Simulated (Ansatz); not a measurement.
H₆Ge₂, charge -1, doublet, geometry from GFN2-xTB (a state made from the parent by changing its charge; the spin is typed, not shown lowest) (a gas-phase anion, which may not be bound at this level); B3LYP/cc-pVDZ (Ansatz, a first-principles code).

Ansatz was given this input:
Ansatz 0.2 input:
```yaml
crystal:
  periodic: [false, false, false]
  atoms:
    - {symbol: Ge, position_ang: [-1.23522005, 0.51292370, -0.12591087]}
    - {symbol: Ge, position_ang: [1.23525908, -0.51205515, 0.12902469]}
    - {symbol: H, position_ang: [-1.92530595, -0.60516687, -1.02753875]}
    - {symbol: H, position_ang: [-2.47835897, 1.61253592, -0.42053532]}
    - {symbol: H, position_ang: [-1.94017119, -0.02486483, 1.19983024]}
    - {symbol: H, position_ang: [2.47831690, -1.61347220, 0.41717868]}
    - {symbol: H, position_ang: [1.96734679, 0.62962708, 0.96829304]}
    - {symbol: H, position_ang: [1.89692349, -0.02645262, -1.23686999]}
basis:
  gaussian:
    orbitals: cc-pVDZ
hamiltonian:
  xc: b3lyp
total_charge: -1
magnetization: {spin_polarized: true, initial_magnetization: 1}
```

Predict the main parts of the log of this Ansatz run.


```
Functional definition: B3LYP
910 factors; integrals over basis functions are off by at most 1.1e-3 eV
mean field evaluation 1: about -113133.2799 eV, gradient 1.2e1 eV
mean field evaluation 2: about -113133.3153 eV, gradient 1.2e1 eV
mean field evaluation 4: about -113134.2768 eV, gradient 2.5e-1 eV
mean field evaluation 8: about -113134.3004 eV, gradient 2.5e-2 eV
mean field evaluation 16: about -113134.3004 eV, gradient 6.8e-5 eV
mean field -113134.30044711 eV, -4157.6088562481 hartree, gradient 5.1e-5 eV, S^2 0.757909; 0 other end points of the search recorded, 0 dependent functions left out
reference -113134.30072952 eV, -4157.6088666264 hartree; 36, 35 occupied and 48, 49 virtual orbitals, 910 factors
Total energy: -113134.30072952 eV, -4157.6088666264 hartree
```
